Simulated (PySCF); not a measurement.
Ground-state electric properties of a mixed set of molecules.

All values: B3LYP/def2-SVPD (PySCF) at PBE0-D3(BJ)/def2-SVP geometries, gas phase, one conformer each. Core orbitals are frozen in the response; Δα² is half the sum of the squared differences of the principal polarisabilities. The calculation is non-relativistic, for bromine too.

Question: Rank by HOMO–LUMO gap, lowest first.
A. `N#Cc1ccco1`
B. `Cl[Si](Cl)(Cl)C1=CC=CC2=CC=CC=C21`
C. `FC(F)CBr`
D. `F[C@@H]1CC(/C1=C\C)=C`

Answer: B (4.58 eV), D (5.06 eV), A (5.54 eV), C (7.30 eV).

Question: Rank by mean static polarisability, lowest first.
A. `N#Cc1ccco1`
B. `Cl[Si](Cl)(Cl)C1=CC=CC2=CC=CC=C21`
C. `C1(/[C@H](F)CC1=C)=C\C`
D. `C[Si](C)(C)[Si](Cl)(Cl)Cl`
E. `FC(F)CBr`

Answer: E (7.35 Å³), A (9.80 Å³), C (13.14 Å³), D (19.50 Å³), B (27.06 Å³).

Question: Rank by polarisability anisotropy Δα, lowest first.
A. `[CH2:1]=[C:2]1[CH2:3][C@@H:4]([F:5])/[C:6]1=[CH:7]/[CH3:8]` with C1–C2–C3–C4 -162°, C2–C3–C4–F5 -131°, C3–C4–C6–C7 -158°, C1–C2–C6–C4 161°
B. trichloro(naphthyl)silane, `Cl[Si](Cl)(Cl)c1cccc2ccccc12`
C. `N#Cc1ccco1`
D. `[F:1][CH:2]([F:3])[CH2:4][Br:5]` with F1–C2–C4–Br5 176° (2-bromo-1,1-difluoroethane)
E. SiCl3(SiMe3) (`C[Si](C)(C)[Si](Cl)(Cl)Cl`)

Answer: E (1.15 Å³), D (2.39 Å³), A (6.35 Å³), C (7.85 Å³), B (14.47 Å³).

All values together:

```tsv
SMILES	formula	μ (D)	HOMO (eV)	LUMO (eV)	α (Å³)	Δα (Å³)	electrons	α per electron (Å³)	ΔSCF removal energy (eV)
N#Cc1ccco1	C5H3NO	4.85	-7.25	-1.72	9.80	7.85	48	0.204	9.45
C=C1C[C@@H](F)/C1=C/C	C7H9F	1.62	-6.49	-1.43	13.14	6.35	60	0.219	–
FC(F)CBr	C2H3BrF2	1.47	-8.18	-0.88	7.35	2.39	68	0.108	10.99
Cl[Si](Cl)(Cl)c1cccc2ccccc12	C10H7Cl3Si	3.19	-6.65	-2.08	27.06	14.47	132	0.205	–
C[Si](C)(C)[Si](Cl)(Cl)Cl	C3H9Cl3Si2	3.30	-7.81	-0.53	19.50	1.15	106	0.184	–
```

Conformers: `[CH2:1]=[C:2]1[CH2:3][C@@H:4]([F:5])/[C:6]1=[CH:7]/[CH3:8]` with C1–C2–C3–C4 -162°, C2–C3–C4–F5 -131°, C3–C4–C6–C7 -158°, C1–C2–C6–C4 161°; `[F:1][CH:2]([F:3])[CH2:4][Br:5]` with F1–C2–C4–Br5 176°.

A dash marks a removal energy that wasn't run or isn't settled.
